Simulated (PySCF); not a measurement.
BiBr₃, triplet, at a GFN2-xTB geometry (such geometries of metal compounds can be far from the true shape) (a higher spin typed on purpose: for a closed-shell molecule this is an excited state) (core potentials on Bi); R2SCAN/def2-SVP (PySCF).

PySCF was given this input:
```python
from pyscf import gto, scf, dft

mol = gto.Mole()
mol.atom = '''
    Bi   -0.009649    0.051965   -0.005793
    Br   -1.592504   -2.060240    0.193467
    Br   -0.610712    3.288912   -0.366632
    Br    2.226099   -1.351902    0.186903
'''
mol.basis = 'def2-svp'
mol.ecp = {'Bi': 'def2-svp'}
mol.charge = 0
mol.spin = 2
mol.verbose = 4
mol.build()

mf = dft.UKS(mol)
mf.xc = 'r2scan'
mf.kernel()
```

Task: Predict the main parts of the log of this PySCF run.

Result: 
```
PySCF version 2.14.0

[INPUT] verbose = 4
[INPUT] num. atoms = 4
[INPUT] num. electrons = 128
[INPUT] charge = 0
[INPUT] spin (= nelec alpha-beta = 2S) = 2
[INPUT] symmetry False subgroup None
[INPUT] Mole.unit = angstrom
[INPUT] Symbol           X                Y                Z      unit          X                Y                Z       unit  Magmom
[...]
nuclear repulsion = 854.532561143734
number of shells = 46
number of NR pGTOs = 283
number of NR cGTOs = 122
basis = def2-svp
ecp = {'Bi': 'def2-svp'}

******** <class 'pyscf.dft.uks.UKS'> ********
method = UKS
initial guess = minao
damping factor = 0
level_shift factor = 0
DIIS = <class 'pyscf.scf.diis.CDIIS'>
diis_start_cycle = 1
diis_space = 8
diis_damp = 0
SCF conv_tol = 1e-09
SCF conv_tol_grad = None
SCF max_cycles = 50
direct_scf = True
direct_scf_tol = 1e-13
number electrons alpha = 65  beta = 63
XC library pyscf.dft.libxc version 7.1.2
    S. Lehtola, C. Steigemann, M. J. T. Oliveira, and M. A. L. Marques,  SoftwareX 7, 1–5 (2018)
XC functionals = r2scan
    J. W. Furness, A. D. Kaplan, J. Ning, J. P. Perdew, and J. Sun,  J. Phys. Chem. Lett. 11, 8208–8215 (2020)
    J. W. Furness, A. D. Kaplan, J. Ning, J. P. Perdew, and J. Sun,  J. Phys. Chem. Lett. 11, 9248–9248 (2020)
    J. W. Furness, A. D. Kaplan, J. Ning, J. P. Perdew, and J. Sun,  J. Phys. Chem. Lett. 11, 8208–8215 (2020)
    J. W. Furness, A. D. Kaplan, J. Ning, J. P. Perdew, and J. Sun,  J. Phys. Chem. Lett. 11, 9248–9248 (2020)
radial grids:
    Treutler-Ahlrichs [JCP 102, 346 (1995); DOI:10.1063/1.469408] (M4) radial grids

becke partition: Becke, JCP 88, 2547 (1988); DOI:10.1063/1.454033
pruning grids: <function nwchem_prune>
grids dens level: 3
symmetrized grids: False
atomic radii adjust function: <function treutler_atomic_radii_adjust>
small_rho_cutoff = 0
Set gradient conv threshold to 3.16228e-05
tot grids = 84720
init E= -7906.66837625395

cycle= 1 E= -7931.65278092615  delta_E=  -25  |g|=  2.2  |ddm|= 9.69

cycle= 2 E= -7835.05536579795  delta_E= 96.6  |g|= 6.78  |ddm|= 14.9

cycle= 3 E= -7935.53705596312  delta_E= -100  |g|= 0.905  |ddm|= 13.5

cycle= 4 E= -7935.8021722957  delta_E= -0.265  |g|= 0.718  |ddm|= 2.37

cycle= 5 E= -7935.59031036798  delta_E= 0.212  |g|= 0.864  |ddm|= 2.23

cycle= 6 E= -7936.22847574443  delta_E= -0.638  |g|= 0.223  |ddm|= 1.26

cycle= 7 E= -7936.26866690862  delta_E= -0.0402  |g|= 0.0885  |ddm|= 0.348

cycle= 8 E= -7936.13078571712  delta_E= 0.138  |g|= 0.311  |ddm|= 1.17

cycle= 9 E= -7936.27021030254  delta_E= -0.139  |g|= 0.0812  |ddm|= 1.16

cycle= 10 E= -7936.14832629451  delta_E= 0.122  |g|= 0.283  |ddm|= 1.14

cycle= 11 E= -7936.16458091512  delta_E= -0.0163  |g|= 0.27  |ddm|= 0.139

cycle= 12 E= -7936.15628624913  delta_E= 0.00829  |g|= 0.276  |ddm|= 0.0849

cycle= 13 E= -7936.20920222185  delta_E= -0.0529  |g|= 0.229  |ddm|= 0.345

cycle= 14 E= -7936.154858634  delta_E= 0.0543  |g|= 0.274  |ddm|= 0.38

cycle= 15 E= -7936.15460936885  delta_E= 0.000249  |g|= 0.273  |ddm|= 0.0334

cycle= 16 E= -7936.1587626848  delta_E= -0.00415  |g|= 0.269  |ddm|= 0.0398

cycle= 17 E= -7936.17315762703  delta_E= -0.0144  |g|= 0.26  |ddm|= 0.124

cycle= 18 E= -7936.28210210422  delta_E= -0.109  |g|= 0.0661  |ddm|= 1.32

cycle= 19 E= -7936.28456929935  delta_E= -0.00247  |g|= 0.0567  |ddm|= 0.314

cycle= 20 E= -7936.28656894255  delta_E= -0.002  |g|= 0.0319  |ddm|= 0.0779

cycle= 21 E= -7936.28647884245  delta_E= 9.01e-05  |g|= 0.0362  |ddm|= 0.0936

cycle= 22 E= -7936.28748353117  delta_E= -0.001  |g|= 0.00539  |ddm|= 0.0674

cycle= 23 E= -7936.28753863208  delta_E= -5.51e-05  |g|= 0.00262  |ddm|= 0.0368

cycle= 24 E= -7936.28755615692  delta_E= -1.75e-05  |g|= 0.00197  |ddm|= 0.0224

cycle= 25 E= -7936.28757141117  delta_E= -1.53e-05  |g|= 0.00165  |ddm|= 0.0251

cycle= 26 E= -7936.28758241355  delta_E= -1.1e-05  |g|= 0.00121  |ddm|= 0.0207

cycle= 27 E= -7936.28759950437  delta_E= -1.71e-05  |g|= 0.00116  |ddm|= 0.0579

cycle= 28 E= -7936.28760269463  delta_E= -3.19e-06  |g|= 0.00048  |ddm|= 0.0135

cycle= 29 E= -7936.28760373417  delta_E= -1.04e-06  |g|= 0.000449  |ddm|= 0.0116

cycle= 30 E= -7936.28760431136  delta_E= -5.77e-07  |g|= 0.000121  |ddm|= 0.00837

cycle= 31 E= -7936.28760436826  delta_E= -5.69e-08  |g|= 0.000134  |ddm|= 0.00463

cycle= 32 E= -7936.28760439063  delta_E= -2.24e-08  |g|= 2.09e-05  |ddm|= 0.000836

cycle= 33 E= -7936.28760439039  delta_E= 2.44e-10  |g|= 2.71e-05  |ddm|= 0.000174

Extra cycle  E= -7936.28760438204  delta_E= 8.35e-09  |g|= 9.29e-05  |ddm|= 0.000333
converged SCF energy = -7936.28760438204  <S^2> = 2.0057497  2S+1 = 3.0038307
```
